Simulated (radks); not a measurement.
Species: I4+. Configuration: [Kr] 4d10 5s2 5p1.

All-electron calculation, Dirac Kohn-Sham, LDA (Slater exchange, Perdew-Wang correlation), spin-unpolarised, spherical densities, finite nucleus; open shells are shared between the two j in proportion to 2j + 1; Fermi nuclear charge, rms radius 4.75 fm. Program: a radial shooting solver on a logarithmic mesh with Libxc functionals.

Energy parts (eV):
total: -193453.749
kinetic: 204990.867
electron-nucleus: -468088.988
Hartree: 74387.732
exchange-correlation: -4743.359

Orbitals (lengths in bohr, moments of r in powers of bohr; <r^-3> diverges for s and p1/2; r(max) is where P^2 peaks; r(90%) holds 90 % of the orbital's charge):
orbital      occ.  eigenvalue (eV)  <r^-3>   r(max)  r(90%)      <r^4>
1s1/2           2        -32967.89       -  0.01755  0.0490  2.650e-06
2s1/2           2        -5131.805       -  0.09935   0.181  0.0004505
2p1/2           2        -4820.475       -  0.07614   0.162  0.0002873
2p3/2           4        -4522.132    5226  0.08094   0.169  0.0003447
3s1/2           2        -1071.747       -   0.2862   0.462    0.01945
3p1/2           2        -942.7252       -   0.2724   0.458    0.01851
3p3/2           4        -886.5952    1005   0.2832   0.474    0.02131
3d3/2           4        -658.2854   160.9   0.2297   0.451    0.01734
3d5/2           6        -646.4675   148.8   0.2328   0.456    0.01812
4s1/2           2        -225.1870       -   0.6803    1.07     0.5626
4p1/2           2        -180.0594       -   0.6977    1.13     0.7001
4p3/2           4        -168.9800   198.4   0.7223    1.17     0.8086
4d3/2           4         -96.1693   24.35   0.7717    1.38      1.551
4d5/2           6         -94.4184   22.30   0.7804    1.40      1.627
5s1/2           2         -57.9568       -    1.627    2.54      18.01
5p1/2    0.333333         -46.2235       -    1.794    2.84      28.08
5p3/2    0.666667         -44.5662   29.92    1.855    2.93      31.61

The highest occupied level is 5p3/2 at -44.566 eV. The density falls to 0.001 e/bohr^3 at r = 3.38 bohr. Summed over all electrons, <r^2> = 28.92 bohr^2, which gives a Langevin (diamagnetic) susceptibility term of -22.9 x 10^-6 cm^3/mol. For comparison, the ionisation energy in NIST's Atomic Spectra Database is 51.52 eV (measured). In exact Kohn-Sham theory the highest level is minus the ionisation energy, but local and semilocal functionals leave it too shallow, through self-interaction and a potential that decays too fast; potentials with the right tail come closer. The electron density at the nucleus is 2.48e+05 e/bohr^3.

Beside tabulated values, note that spin-unpolarised runs miss the spin-polarisation part of the exchange energy of open shells.
